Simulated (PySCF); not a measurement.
I₃Sn (SMILES [I][Sn]([I])[I]), doublet, at a GFN2-xTB geometry (such geometries of metal compounds can be far from the true shape) (the spin is typed, not shown lowest) (all electrons, no relativity); PBE/3-21G run with PySCF.

Input for PySCF:
```python
from pyscf import gto, scf, dft

mol = gto.Mole()
mol.atom = '''
    Sn    0.19653030    0.57148953    0.38176177
    I     2.43186578   -0.56487896   -0.82720222
    I    -0.99716560   -1.30886706    2.05179207
    I    -1.62010612    1.33460495   -1.58474247
'''
mol.basis = '3-21g'
mol.spin = 1
mol.verbose = 3
mol.build()

mf = dft.UKS(mol)
mf.xc = 'pbe'
mf.kernel()
mf.analyze()
```

Problem. Write the output that PySCF gives for this input, abridged.

Solution. 
```
converged SCF energy = -26666.605778486  <S^2> = 0.75163841  2S+1 = 2.0016377
**** MO energy ****
                             alpha | beta                alpha | beta
MO #1   energy= -1155.87012842753  | -1155.86989081375  occ= 1 | 1
MO #2   energy= -1155.87006050863  | -1155.86982289435  occ= 1 | 1
MO #3   energy= -1155.87005842577  | -1155.86982081366  occ= 1 | 1
MO #4   energy= -1021.62383302603  | -1021.6234483495   occ= 1 | 1
MO #5   energy= -174.390687151203  | -174.39053018291   occ= 1 | 1
MO #6   energy= -174.39068389131   | -174.390526923199  occ= 1 | 1
MO #7   energy= -174.39068246421   | -174.390525498149  occ= 1 | 1
MO #8   energy= -163.273063587078  | -163.272658348339  occ= 1 | 1
MO #9   energy= -163.273061540207  | -163.272656304927  occ= 1 | 1
MO #10  energy= -163.272987047136  | -163.272580740724  occ= 1 | 1
MO #11  energy= -163.271354425676  | -163.271169751365  occ= 1 | 1
MO #12  energy= -163.271352484197  | -163.271167968516  occ= 1 | 1
MO #13  energy= -163.271340101525  | -163.271152884616  occ= 1 | 1
MO #14  energy= -163.271178101888  | -163.271061953212  occ= 1 | 1
MO #15  energy= -163.27109275435   | -163.270972809937  occ= 1 | 1
MO #16  energy= -163.271090933822  | -163.27097112666   occ= 1 | 1
MO #17  energy= -150.987190800154  | -150.986922147229  occ= 1 | 1
MO #18  energy= -140.755185423117  | -140.754841045564  occ= 1 | 1
MO #19  energy= -140.755109378901  | -140.754841035266  occ= 1 | 1
MO #20  energy= -140.755109369783  | -140.754748128722  occ= 1 | 1
MO #21  energy= -35.2054521211909  | -35.2052270291425  occ= 1 | 1
MO #22  energy= -35.2054229169361  | -35.2051978302981  occ= 1 | 1
MO #23  energy= -35.2054209538696  | -35.2051958691036  occ= 1 | 1
MO #24  energy= -30.4315981109184  | -30.4311177552669  occ= 1 | 1
MO #25  energy= -30.4315954697569  | -30.4311151742373  occ= 1 | 1
MO #26  energy= -30.4315738596902  | -30.431093392002   occ= 1 | 1
MO #27  energy= -30.4272080860677  | -30.4269722224261  occ= 1 | 1
MO #28  energy= -30.4272059159835  | -30.4269699306731  occ= 1 | 1
MO #29  energy= -30.4272048458194  | -30.4269690205893  occ= 1 | 1
MO #30  energy= -30.4266726367534  | -30.4265136436604  occ= 1 | 1
MO #31  energy= -30.4266512775982  | -30.4264922213984  occ= 1 | 1
MO #32  energy= -30.4266493912497  | -30.4264903409534  occ= 1 | 1
MO #33  energy= -29.147795659533   | -29.147400938999   occ= 1 | 1
MO #34  energy= -24.8474655264234  | -24.8470007425209  occ= 1 | 1
MO #35  energy= -24.8473423728932  | -24.8469997516667  occ= 1 | 1
MO #36  energy= -24.8473413794133  | -24.8467378243713  occ= 1 | 1
MO #37  energy= -22.472671897849   | -22.4722892308228  occ= 1 | 1
MO #38  energy= -22.4725959729187  | -22.4722021107522  occ= 1 | 1
MO #39  energy= -22.472593434958   | -22.4721996572899  occ= 1 | 1
MO #40  energy= -22.4717566551276  | -22.4713914993042  occ= 1 | 1
MO #41  energy= -22.4716765031085  | -22.4713220258893  occ= 1 | 1
MO #42  energy= -22.471674859826   | -22.4713203431787  occ= 1 | 1
MO #43  energy= -22.4713620547651  | -22.4710570629174  occ= 1 | 1
MO #44  energy= -22.4713599389435  | -22.4710549879753  occ= 1 | 1
MO #45  energy= -22.4713089549602  | -22.4710041945481  occ= 1 | 1
MO #46  energy= -22.4684657405374  | -22.4683203806259  occ= 1 | 1
MO #47  energy= -22.468463620601   | -22.468318201999   occ= 1 | 1
MO #48  energy= -22.4684625106053  | -22.4683171404564  occ= 1 | 1
MO #49  energy= -22.4684559796644  | -22.468312387936   occ= 1 | 1
MO #50  energy= -22.4684533390888  | -22.468309947582   occ= 1 | 1
MO #51  energy= -22.4684522140225  | -22.4683090913504  occ= 1 | 1
MO #52  energy= -17.5804995094397  | -17.5801623527419  occ= 1 | 1
MO #53  energy= -17.5804980396647  | -17.5801611758402  occ= 1 | 1
MO #54  energy= -17.5802702499357  | -17.5796636327706  occ= 1 | 1
MO #55  energy= -17.5799672083449  | -17.5795546810054  occ= 1 | 1
MO #56  energy= -17.5799665277299  | -17.5795535749583  occ= 1 | 1
MO #57  energy= -6.15662427757325  | -6.15603857245524  occ= 1 | 1
MO #58  energy= -6.156622604471    | -6.15603691058556  occ= 1 | 1
MO #59  energy= -6.1566209814447   | -6.15603528494518  occ= 1 | 1
MO #60  energy= -4.63257695779536  | -4.63141713462075  occ= 1 | 1
MO #61  energy= -4.50527281649704  | -4.50429571437454  occ= 1 | 1
MO #62  energy= -4.50527171760088  | -4.50429460968352  occ= 1 | 1
MO #63  energy= -4.50526869233235  | -4.5042916563217   occ= 1 | 1
MO #64  energy= -4.49309631591565  | -4.49261799072007  occ= 1 | 1
MO #65  energy= -4.49309478949843  | -4.49261667334599  occ= 1 | 1
MO #66  energy= -4.49309303326265  | -4.49261474847761  occ= 1 | 1
MO #67  energy= -4.4916900274633   | -4.49137095409117  occ= 1 | 1
MO #68  energy= -4.49168781348498  | -4.49136875122435  occ= 1 | 1
MO #69  energy= -4.4916869676905   | -4.49136789804458  occ= 1 | 1
MO #70  energy= -3.21298103554948  | -3.21198933578862  occ= 1 | 1
MO #71  energy= -3.21297877339328  | -3.2119870608753   occ= 1 | 1
MO #72  energy= -3.2118901315762   | -3.21005247608156  occ= 1 | 1
MO #73  energy= -1.96502810368797  | -1.9638031273191   occ= 1 | 1
MO #74  energy= -1.96499458021433  | -1.96376079899797  occ= 1 | 1
MO #75  energy= -1.96498104029436  | -1.96374988529516  occ= 1 | 1
MO #76  energy= -1.96168004529006  | -1.96056330434496  occ= 1 | 1
MO #77  energy= -1.9615858659046   | -1.96047871919849  occ= 1 | 1
MO #78  energy= -1.96158041104662  | -1.96047578074968  occ= 1 | 1
MO #79  energy= -1.96051577728758  | -1.95957647702467  occ= 1 | 1
MO #80  energy= -1.96050217331606  | -1.9595631921447   occ= 1 | 1
MO #81  energy= -1.96044172286072  | -1.95950441114455  occ= 1 | 1
MO #82  energy= -1.95045341173976  | -1.95002073730303  occ= 1 | 1
MO #83  energy= -1.9504464336186   | -1.95001521173848  occ= 1 | 1
MO #84  energy= -1.9504408301921   | -1.95000904156343  occ= 1 | 1
MO #85  energy= -1.95043133356735  | -1.95000265324555  occ= 1 | 1
MO #86  energy= -1.95042292187969  | -1.94999619784835  occ= 1 | 1
MO #87  energy= -1.95041789621477  | -1.94999037132291  occ= 1 | 1
MO #88  energy= -1.07726658449901  | -1.07548632751953  occ= 1 | 1
MO #89  energy= -1.077253722677    | -1.07547282044963  occ= 1 | 1
MO #90  energy= -1.07438991985449  | -1.07197656449075  occ= 1 | 1
MO #91  energy= -1.07438205620461  | -1.07196843129937  occ= 1 | 1
MO #92  energy= -1.0743652797109   | -1.07154456470643  occ= 1 | 1
MO #93  energy= -0.629322045532654 | -0.624633765541394 occ= 1 | 1
MO #94  energy= -0.608343010427793 | -0.603533065150477 occ= 1 | 1
MO #95  energy= -0.608341992033001 | -0.60353202072059  occ= 1 | 1
MO #96  energy= -0.438936994990528 | -0.431095143413394 occ= 1 | 1
MO #97  energy= -0.323042687757391 | -0.315905014867603 occ= 1 | 1
MO #98  energy= -0.323041974527172 | -0.315904281352517 occ= 1 | 1
MO #99  energy= -0.283135629484747 | -0.275578282145211 occ= 1 | 1
MO #100 energy= -0.258993985241883 | -0.255211084095066 occ= 1 | 1
MO #101 energy= -0.258993681870169 | -0.255210744856058 occ= 1 | 1
MO #102 energy= -0.25190202088525  | -0.248978767624023 occ= 1 | 1
MO #103 energy= -0.251901308258029 | -0.248977880971058 occ= 1 | 1
MO #104 energy= -0.245309012159327 | -0.242769262639756 occ= 1 | 1
MO #105 energy= -0.21915050721073  | -0.201462403394393 occ= 1 | 0
MO #106 energy= -0.115549098786905 | -0.107558538166609 occ= 0 | 0
MO #107 energy= -0.075895341886938 | -0.0660402659486989 occ= 0 | 0
MO #108 energy= -0.0758950384995317 | -0.0660399984229721 occ= 0 | 0
MO #109 energy= 0.158923801308828  | 0.166912334285941  occ= 0 | 0
MO #110 energy= 0.176133827465147  | 0.180302311641465  occ= 0 | 0
MO #111 energy= 0.176136770295611  | 0.180305390467321  occ= 0 | 0
MO #112 energy= 0.190894841991492  | 0.199329179065665  occ= 0 | 0
MO #113 energy= 0.328967706759797  | 0.332376290197582  occ= 0 | 0

To work with the spin densities directly, `use mulliken_meta_spin()` only printing them here.

 ** Mulliken spin pop alpha/beta on meta-lowdin orthogonal AOs **
 ** Mulliken Spin Density (per atom)  **
spin density of  0 Sn =      0.42398
spin density of  1 I =      0.19200
spin density of  2 I =      0.19201
spin density of  3 I =      0.19201
 ** Mulliken pop alpha/beta on meta-lowdin orthogonal AOs **
 ** Mulliken atomic charges   ( Nelec_alpha | Nelec_beta ) **
charge of  0Sn =      0.23779  (    25.09310     24.66911 )
charge of  1I =     -0.07927  (    26.63564     26.44363 )
charge of  2I =     -0.07926  (    26.63563     26.44363 )
charge of  3I =     -0.07926  (    26.63563     26.44363 )
Dipole moment(X, Y, Z, Debye):  0.33442,  0.97292,  0.64998
```
